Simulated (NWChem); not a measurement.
Species: C₄H₅NS; SMILES Cc1nccs1

Results from NWChem. Medium grid unless said otherwise, to which SCAN and Minnesota functionals are sensitive. Geometry: optimised at B3LYP/6-31G* (spherical d). B3LYP is NWChem's, with the RPA form of VWN correlation.

Task: Order these by “orbital gap (eV)”, lowest first: B3LYP/def2-TZVP; PBE/def2-TZVP; M06-2X/def2-TZVP; Hartree-Fock/def2-TZVP.

Result: PBE/def2-TZVP (4.32), B3LYP/def2-TZVP (5.82), M06-2X/def2-TZVP (8.23), Hartree-Fock/def2-TZVP (11.98)
